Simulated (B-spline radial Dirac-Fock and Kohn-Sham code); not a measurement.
Z = 56 (barium), transition energy 202 keV. Level of theory: a Dirac-Hartree-Slater potential of the neutral atom with a Latter tail (no hole, which puts coefficients of high multipoles low close above an edge), finite nucleus with surface currents; an atomic code on a B-spline grid. Subshells that would emit electrons below 1 keV are left out.

**Question.** A pure transition shows α(K) = 0.120, L1/L2 = 15.2 and L1/L3 = 69.0. What is its multipolarity?
A. M2
B. E1
C. E4
D. E3
E. E2
F. M1
G. M3
H. M4

**Answer.** F. For comparison, α(K), L1/L2, L1/L3 are E1 0.0281, 10.8, 8.55; E2 0.129, 1.53, 1.69; E3 0.513, 0.363, 0.480; E4 1.98, 0.134, 0.193; M2 0.652, 9.06, 12.5; M3 3.00, 5.96, 3.23; M4 13.6, 4.33, 1.44.

Values without a named source are computed, but for edge energies of neutral atoms, which are taken from tables.
